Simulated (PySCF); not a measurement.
## Assigning NMR signals

Atoms are numbered as in `[CH3:1][C:2](=[O:3])[C@@H:4]1[SiH2:5][C@@H:6]1[CH:7]([Cl:8])[Cl:9]`. Each H is labelled by its parent atom. Ha(Si5) is cis to C2 on the ring; Hb(Si5) is trans to C2 on the ring.

Theory: shieldings: GIAO PBE0/pcSseg-1, coordinates at the GFN2-xTB level, in PySCF 2.14 (no solvent, one computed conformer, non-relativistic Hamiltonian, rapidly exchanging positions averaged).

δ = σ(ref) − σ, references computed at the same level: TMS for 13C (σ = 186.93 ppm), 1H (σ = 31.72 ppm).

Task: Assign these signals to the numbered atoms. 13C{1H} NMR (computed): δ 214.2, 84.3, 40.4, 34.7, 32.5.

Result: 
```tsv
δ (ppm)	atoms	environment	reason
214.2	C2	ketone carbonyl carbon	low-lying n→π* states of the double bond to the heteroatom give a large paramagnetic term (-275 ppm)
84.3	C7	sp3 CH bonded to 2 Cl	2 electronegative neighbours deshield it
40.4	C6	three-membered-ring carbon	–
34.7	C1	methyl carbon α to a carbonyl	α to the electron-withdrawing carbonyl group
32.5	C4	three-membered-ring carbon	–
```

Task: Assign these signals to the numbered atoms. 1H NMR (500 MHz, computed): δ 6.97 (d, 1H), 3.30 (m, 1H), 3.23 (m, 1H), 2.65 (m, 1H), 2.42 (s, 3H), 2.38 (m, 1H).

Result: 
```tsv
δ (ppm)	atoms	environment	reason
6.97	H(C7)	hydrogen on an sp3 CH bonded to 2 Cl	its carbon carries Cl, an electronegative neighbour
3.30	Ha(Si5)	hydrogen on a silicon bonded to 2 C, in a 3-membered ring	–
3.23	Hb(Si5)	hydrogen on a silicon bonded to 2 C, in a 3-membered ring	–
2.65	H(C4)	hydrogen on a three-membered-ring carbon	–
2.42	H(C1)	hydrogen on a methyl carbon α to a carbonyl	α to C=O
2.38	H(C6)	hydrogen on a three-membered-ring carbon	–
```

Ha(Si5) and Hb(Si5); H(C1) and H(C6) lie closer than the usual error of such a calculation, so a measured spectrum could show them in the other order.

Carbons that carry Cl, above all several Cl atoms, come out too deshielded, partly because spin–orbit coupling is missing. Shifts are as computed. Against solution values, carbons near 30 ppm lie about +3 ppm off and those near 130 ppm about +5 ppm; carbons on Cl a further +6 ppm. Of 1211 compounds with measured shifts, 218 miss one by over three times the rms of a fit or turn the order of signals round; such compounds aren't used in these exercises. No couplings were computed; multiplicities are counted from neighbouring protons, with m where these are inequivalent, close in shift, in a saturated or five-membered ring or joined by F or P, and br s for small geminal =CH2 splittings.
